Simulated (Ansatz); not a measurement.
Coupled-cluster diagnostics for the cluster In₃P₃⁺, Ansatz.

Geometry of the doublet (PBE-D4/def2-SVP):

```xyz
6

In   -1.7456   -1.8085   -1.6812
In   -0.2707    2.5428    1.7376
In    1.8064   -0.9394   -1.4339
P     1.2502    0.1389    1.0230
P    -0.3374    0.8516   -0.5495
P    -0.7029   -0.7854    0.9040
```

In the def2 sets In takes a core potential; there is no spin–orbit coupling. Correlated methods freeze 27 core orbitals; core or outer-core shells of In are correlated, in sets that lack core-valence functions. The structure comes from a short search, and lower isomers may exist.

(1) Estimate the CCSD(T) correlation energy, the shares of MP2 and (T), T1 and the reference's ⟨S²⟩ for: charge 1, doublet, own geometry in def2-SVP; and the rough time on 4 threads of Arm Neoverse V1 on a shared host.

Results:

(1) 
```csv
state,basis,correlation (eV),MP2 share (%),(T) share (%),T1,⟨S²⟩ (pure),wall time
"charge 1, doublet, own geometry",def2-SVP,-16.929,86.6,6.0,0.025,0.84 (0.75),2.1 min
```
Customary marks for T1 are 0.02 (closed shells), 0.045 (open shells) and about 0.05 (3d metals). T1 exceeds 0.02 in 1 of 1 rows and 0.045 in 0; the higher it lies, the less the single-reference result can be trusted.
